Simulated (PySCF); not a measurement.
Molecule: `CC(C)(C)C1CC1`, C₇H₁₄.

Molfile (atoms numbered from 1):
```
C7H14
     RDKit          3D

 21 21  0  0  0  0  0  0  0  0999 V2000
   -0.9812    0.7899    1.3894 C   0  0  0  0  0  0  0  0  0  0  0  0
   -0.7382    0.2230   -0.0121 C   0  0  0  0  0  0  0  0  0  0  0  0
   -1.7253    0.8502   -1.0005 C   0  0  0  0  0  0  0  0  0  0  0  0
   -0.9546   -1.2902    0.0175 C   0  0  0  0  0  0  0  0  0  0  0  0
    0.6739    0.6133   -0.4420 C   0  0  0  0  0  0  0  0  0  0  0  0
    1.9047   -0.1503   -0.0565 C   0  0  0  0  0  0  0  0  0  0  0  0
    1.4584   -0.1154   -1.4909 C   0  0  0  0  0  0  0  0  0  0  0  0
   -0.2739    0.3590    2.1153 H   0  0  0  0  0  0  0  0  0  0  0  0
   -2.0035    0.5692    1.7361 H   0  0  0  0  0  0  0  0  0  0  0  0
   -0.8504    1.8837    1.4021 H   0  0  0  0  0  0  0  0  0  0  0  0
   -1.6088    1.9452   -1.0350 H   0  0  0  0  0  0  0  0  0  0  0  0
   -2.7671    0.6316   -0.7160 H   0  0  0  0  0  0  0  0  0  0  0  0
   -1.5607    0.4633   -2.0183 H   0  0  0  0  0  0  0  0  0  0  0  0
   -0.2794   -1.7892    0.7293 H   0  0  0  0  0  0  0  0  0  0  0  0
   -0.8095   -1.7468   -0.9735 H   0  0  0  0  0  0  0  0  0  0  0  0
   -1.9851   -1.5157    0.3326 H   0  0  0  0  0  0  0  0  0  0  0  0
    0.8021    1.7025   -0.4552 H   0  0  0  0  0  0  0  0  0  0  0  0
    1.7852   -1.0922    0.4856 H   0  0  0  0  0  0  0  0  0  0  0  0
    2.7961    0.4137    0.2304 H   0  0  0  0  0  0  0  0  0  0  0  0
    1.0403   -1.0340   -1.9111 H   0  0  0  0  0  0  0  0  0  0  0  0
    2.0380    0.4732   -2.2069 H   0  0  0  0  0  0  0  0  0  0  0  0
  1  2  1  0
  2  3  1  0
  2  4  1  0
  2  5  1  0
  5  6  1  0
  6  7  1  0
  7  5  1  0
  1  8  1  0
  1  9  1  0
  1 10  1  0
  3 11  1  0
  3 12  1  0
  3 13  1  0
  4 14  1  0
  4 15  1  0
  4 16  1  0
  5 17  1  0
  6 18  1  0
  6 19  1  0
  7 20  1  0
  7 21  1  0
M  END
```

Geometry PBE0-D3(BJ)/def2-SVP throughout; GIAO in PySCF 2.14, gas phase, one conformer, non-relativistic; equivalent atoms averaged; basis pcSseg-1.

For orientation, PBE0 gives these absolute shieldings σ: C1/C3/C4 155.3, C2 154.9, C5 160.1, C6/C7 182.4, H8/H9/H10/H11/H12/H13/H14/H15/H16 30.45, H19/H21 30.97, H18/H20 31.03, H17 30.85 ppm.

A run gave: C1/C3/C4 154.8, C2 153.9, C5 160.0, C6/C7 181.5, H8/H9/H10/H11/H12/H13/H14/H15/H16 30.54, H19/H21 31.09, H18/H20 31.13, H17 30.97 ppm (absolute shieldings σ).

Question: Which functional was used in that run?
A. LC-wPBE
B. B3LYP
C. HF
D. B97-2
E. LDA

Answer: D. C2 tells them apart best: B97-2 gives 153.9, HF gives 168.0, B3LYP gives 148.1, LC-wPBE gives 161.8, LDA gives 147.9 ppm.
